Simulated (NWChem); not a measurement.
System: C3H3O3, doublet; SMILES O1C(=O)O[CH]C1

Here is an NWChem input.

```
start job
memory heap 200 mb stack 900 mb global 1100 mb
geometry units angstroms noautosym nocenter noautoz
  O     -0.039076    -1.998221     0.024301
  C     -0.014985    -0.815997     0.003879
  O      1.125086    -0.062567     0.027463
  C      0.802299     1.254534    -0.090354
  C     -0.682865     1.358060    -0.010146
  O     -1.081748    -0.002126    -0.044975
  H      1.545823     1.971224     0.255244
  H     -1.051913     1.824591     0.924326
  H     -1.143659     1.895372    -0.857567
end
basis spherical
  O library 6-31g*
  C library 6-31g*
  H library 6-31g*
end
dft
  odft
  mult 2
  xc xpbe96 cpbe96
  iterations 150
end
cosmo
  do_cosmo_smd true
  solvent etoac
end
task dft energy
```

All runs use the structure optimised with PBE0/def2-SVP, spin-unrestricted. Not confirmed as a minimum by frequencies. No stability test was run on the SCF state. Solvent: ethyl acetate.

Level: PBE/6-31G* with SMD (1 M gas to 1 M solution), gas-phase geometry. Reactions with the solvent are ignored.

**Question.** Give the results of this calculation. (PBE/6-31G* (spherical d), spin-unrestricted, SMD on the gas-phase geometry.) Quantities: solvation free energy (kcal/mol); cavity-dispersion-structure term (kcal/mol); dipole in solution (D).

**Answer.** 
```json
{
 "solvation free energy (kcal/mol)": "-5.8",
 "cavity-dispersion-structure term (kcal/mol)": "-1.1",
 "dipole in solution (D)": "5.20"
}
```
